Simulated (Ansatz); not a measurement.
`C=N/C(F)=C/[SiH3]` + H₂S → `F/C(S)=C\[SiH3]` + `C=N`  (substitution at a C–N bond)

Program: Ansatz. Geometries: PBE0-D4/def2-TZVP. ΔE: electronic, gas phase. CBS: MP2 limit from def2 TZ/QZ plus the TZ coupled-cluster correction, frozen cores. This one scheme is used for every species. Double bonds are as drawn, so ΔE can hold a change between cis and trans. DFT in def2-TZVPP. B3LYP here is the variant with VWN-RPA as its local correlation; programs differ in this. One conformer a species, not always the lowest.

Is it downhill or uphill in electronic energy at CCSD(T)/CBS, and by how much? (An estimate is asked.)

Computed: Uphill: ΔE = +6.8 kcal/mol.

What do these levels give: PBE0-D4, B3LYP-D4, ωB97M-V, B3LYP, SCS-MP2/def2-TZVPP, HF/def2-QZVPP? (Best estimate.)

Ansatz gave: PBE0-D4 7.5, B3LYP-D4 7.7, ωB97M-V 6.6, B3LYP 7.7, SCS-MP2/def2-TZVPP 6.5, HF/def2-QZVPP 8.6 kcal/mol.

Largest T1 diagnostic among the species: 0.014.

In def2-TZVPP, CCSD(T) changes the Hartree–Fock value by −1.3 kcal/mol (the triples alone add +0.0 kcal/mol) and MP2 by −1.9 kcal/mol.
